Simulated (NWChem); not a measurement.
Molecule: BAsH$_{3}$F; SMILES B([AsH2])F

```xyz
6

B     -0.5762     1.1728    -0.0019
As     0.0507    -0.7564    -0.0501
H     -0.9545    -1.2210     0.9896
H      1.1976    -0.5742     0.9296
F      0.3016     2.1585    -0.0222
H     -1.7507     1.4650    -0.0566
```
Atoms are numbered in this order, from 1.

All runs: NWChem. The geometry was optimised at PBE0/def2-SVP.

Taking B3LYP/cc-pVQZ as the yardstick, which of these has the fewest basis functions while keeping “highest occupied level (eV)” within 0.1 eV of it: B3LYP/cc-pVDZ; B3LYP/cc-pVTZ; B3LYP/aug-cc-pVTZ; B3LYP/aug-cc-pVDZ?

B3LYP/aug-cc-pVDZ.
```
level              basis functions  highest occupied level (eV)  relative time (rough)
-----------------  ---------------  ---------------------------  ---------------------
B3LYP/cc-pVDZ                   70                        -7.19                      1
B3LYP/aug-cc-pVDZ              109                        -7.35                      2
B3LYP/cc-pVTZ                  145                        -7.33                      4
B3LYP/aug-cc-pVTZ              220                        -7.36                      4
B3LYP/cc-pVQZ                  268                        -7.35                     10
```

The yardstick is one finite set, not the basis-set limit.
